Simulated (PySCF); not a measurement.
C4H7O, SMILES [CH2]C(=O)CC, multiplicity 2.

The structure is a stationary point at PBE0-D3(BJ)/def2-SVP. The isomer is the one that the SMILES or the coordinates give; other isomers of the formula were not compared. Other conformers were not sampled.

These are PySCF with SMD-PBE0/6-31G* values and carry that method's errors.

Solvation free energies are E(SMD) − E(gas) at the gas-phase geometry, for 1 M in both phases. In vacuum the dipole moment is 2.77 D.

**Question.** Rank water, N,N-dimethylformamide, benzene by solvation free energy, most negative first.

**Answer.** N,N-dimethylformamide (-5.0 kcal/mol), benzene (-4.1 kcal/mol), water (-3.1 kcal/mol)
